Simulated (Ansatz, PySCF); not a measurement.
Gas-phase reaction in SMILES: [F][Sb]([F])[F] -> [F][Sb]([F])[F] as doublet, charge +1 + e-
Each molecule is optimised on its own at B3LYP-D3(BJ)/def2-TZVP (Ansatz, an electronic-structure program). A spin state is the lowest found, not a proven ground state.
Geometry of the first species:
```xyz
4

Sb     0.0026    -0.0033     0.3454
F     -1.3106    -0.9516    -0.6518
F     -0.1814     1.6158    -0.6358
F      1.4774    -0.6456    -0.6697
```
Charge 0, spin multiplicity 1.

Quantity: adiabatic ionisation energy (0 K, with B3LYP-D3(BJ) harmonic zero-point energies from PySCF), in eV. Cores are frozen in the correlated levels unless marked. Open shells are spin-unrestricted. No spin-orbit coupling. The frozen core is the preceding noble-gas configuration, with the filled d and f shells of earlier blocks. In def2 rows, elements after Kr have scalar-relativistic effective core potentials. STO-3G rows are all-electron and non-relativistic. CBS(X,Y): correlation extrapolated as X^-3; Hartree-Fock from the larger set. The bracket is a focal-point correction in the basis named.

```json
[
 {"level": "HF/STO-3G", "program": "Ansatz", "adiabatic ionisation energy (eV)": "6.92", "minus last row": "-5.07"},
 {"level": "HF/def2-TZVPP", "program": "Ansatz", "adiabatic ionisation energy (eV)": "11.32", "minus last row": "-0.67"},
 {"level": "B97M-V/def2-TZVPD", "program": "Ansatz", "adiabatic ionisation energy (eV)": "11.73", "minus last row": "-0.26"},
 {"level": "HSE06/def2-TZVPD", "program": "Ansatz", "adiabatic ionisation energy (eV)": "11.89", "minus last row": "-0.10"},
 {"level": "CAM-B3LYP/def2-TZVPD", "program": "Ansatz", "adiabatic ionisation energy (eV)": "12.18", "minus last row": "0.19"},
 {"level": "wB97X-V/def2-TZVPD", "program": "Ansatz", "adiabatic ionisation energy (eV)": "12.03", "minus last row": "0.04"},
 {"level": "RI-MP2/CBS(def2-TZVPP,def2-QZVPP)", "program": "Ansatz", "adiabatic ionisation energy (eV)": "11.94", "minus last row": "-0.05"},
 {"level": "CCSD(T)/def2-SVP", "program": "Ansatz", "adiabatic ionisation energy (eV)": "11.68", "minus last row": "-0.31"},
 {"level": "RI-MP2/CBS(def2-TZVPPD,def2-QZVPPD)+[CCSD(T)-MP2]/def2-SVPD", "program": "Ansatz", "adiabatic ionisation energy (eV)": "11.98", "minus last row": "-0.01"},
 {"level": "RI-MP2/CBS(def2-TZVPP,def2-QZVPP)+[CCSD(T)-MP2]/def2-TZVPP", "program": "Ansatz", "adiabatic ionisation energy (eV)": "11.99", "minus last row": "0.00"}
]
```
